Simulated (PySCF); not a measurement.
# BeCl⁺: frontier orbitals

LDA at R = 1.717 Å; basis Be pcseg-2, Cl pcseg-2; no relativity; PySCF 2.14. State: ¹Σ⁺ (singlet), closed shell. Only the outer orbitals are listed, counted within each symmetry.

```json
{"orbital": "5σ", "occ.": "2", "ε (eV)": "-27.14", "on Be (%)": "11", "main shells (%)": "88 Cl s"}
{"orbital": "6σ", "occ.": "2", "ε (eV)": "-16.78", "on Be (%)": "23", "main shells (%)": "70 Cl p, 15 Be s"}
{"orbital": "2π", "occ.": "2", "ε (eV)": "-14.95", "on Be (%)": "12", "main shells (%)": "88 Cl p, 11 Be p"}
{"orbital": "2π", "occ.": "2", "ε (eV)": "-14.95", "on Be (%)": "12", "main shells (%)": "88 Cl p, 11 Be p"}
{"orbital": "7σ", "occ.": "0", "ε (eV)": "-11.32", "on Be (%)": "98", "main shells (%)": "70 Be s, 28 Be p"}
{"orbital": "3π", "occ.": "0", "ε (eV)": "-8.28", "on Be (%)": "88", "main shells (%)": "88 Be p, 9 Cl p"}
{"orbital": "3π", "occ.": "0", "ε (eV)": "-8.28", "on Be (%)": "88", "main shells (%)": "88 Be p, 9 Cl p"}
```

**Question.** Which are the highest filled and the lowest empty level, where do they sit, and how wide is the gap?

**Answer.** Highest filled 2π at -14.95 eV (in %: 88 Cl p, 11 Be p); lowest empty 7σ at -11.32 eV (in %: 70 Be s, 28 Be p); the gap at LDA is 3.63 eV.

The bond order (Mayer) is 1.73. The ⟨S²⟩ is 0.000 and the charge on Be (Mulliken, basis-dependent) is 0.86. The charge on Be (Löwdin, basis-dependent) is 0.62. The dipole moment (positive dipole points towards Cl; it is taken about the centre of mass and depends on that origin) is -7.83 D. The polarisability along the bond is 26.2 bohr³ and the polarisability across the bond is 14.7 bohr³.
